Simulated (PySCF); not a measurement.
Species: C₅H₇BO₂.
InChI=1S/C5H7BO2/c1-2-3-6-7-4-5-8-6/h4-5H2,1H3

Linear response at B3LYP/def2-SVPD (PySCF, frozen core in the response, non-relativistic). Geometry: PBE0-D3(BJ)/def2-SVP; no solvent, vibrations or thermal averaging.

Static isotropic polarisability: 80.41 au (11.92 Å³), principal values 57.2, 64.3, 119.7 au.

Problem. What is the polarisability at 1064 nm and at the sodium D line?

Solution. 81.20 au at 1064 nm (+1.0 %), 83.12 au at 589.3 nm (+3.4 %). The rise at 589.3 nm is 3.40 times that at 1064 nm; a pure ω² law gives 3.26. The lowest singlet lies at 231 nm, shorter than both wavelengths.

Problem. What is the isotropic C6 coefficient between two such molecules, C6 = (3/π)∫α(iω)² dω?

Solution. 2565 au (Eh·bohr⁶) by a ten-point quadrature over imaginary frequencies, which is 1530 eV·Å⁶ or 148 J·nm⁶/mol.

Problem. Which effective excitation energy ω̄ makes London's formula C6 = (3/4)α²ω̄ exact here?

Solution. ω̄ = 4·C6/(3α²) = 0.529 Eh = 14.4 eV. A one-pole form α(ω) = α/(1 − ω²/ω̄²) fitted to the 1064 nm value gives 11.8 eV. London's choice of the ionisation energy (9.61 eV, ΔSCF at the same level) gives C6 = 1710 au, 33 % too low.

Problem. How anisotropic is the static polarisability, by Δα² = ½[(α1 − α2)² + (α2 − α3)² + (α3 − α1)²]?

Solution. Δα = 59.2 au, or 0.74 of the isotropic value.

Problem. What molar refraction at the D line follows from R = (4π/3)·N_A·α′, with α′ the polarisability volume?

Solution. α′ = 12.32 Å³ gives R = 31.07 cm³/mol, for isolated, non-vibrating species.

Problem. How many electrons N does the Slater–Kirkwood formula C6 = (3/4)·√N·α^(3/2) need to give this C6?

Solution. N = (4·C6/3)²/α³ = 22.5; the species has 58 electrons in all.

Problem. The lowest 10 singlets have (eV, f): 5.37, 0.000; 5.98, 0.101; 6.59, 0.024; 6.60, 0.000; 6.69, 0.012; 6.75, 0.012; 6.92, 0.000; 7.15, 0.000; 7.22, 0.002; 7.67, 0.000. What share of the static polarisability do they carry in the sum over states α = Σ f/ω²?

Solution. 2.92 au, 3.6 % of α; the largest term, 2.09 au, is that of the state at 5.98 eV. Their oscillator strengths add up to 0.15. Higher states carry the rest.

Problem. What n − 1 at the D line would an ideal gas of it have at 273.15 K and 1 atm (2.6868 × 10¹⁹ cm⁻³), by n − 1 = 2π·N·α′?

Solution. 20.79 × 10⁻⁴, a formal value whether or not that pressure can be reached.

Problem. What three-body coefficient follows from the one-pole estimate C9 = (3/4)·α·C6?

Solution. 155000 au. This is an estimate from the two numbers above, not a computed integral.

Hardware: an Arm Neoverse N1 with one thread, no GPU, on a shared host. Cost: 6.4 min wall (with the writing of density and orbital grids), 0.91 GiB resident at most. This is the whole response run at B3LYP/def2-SVPD, SCF included.
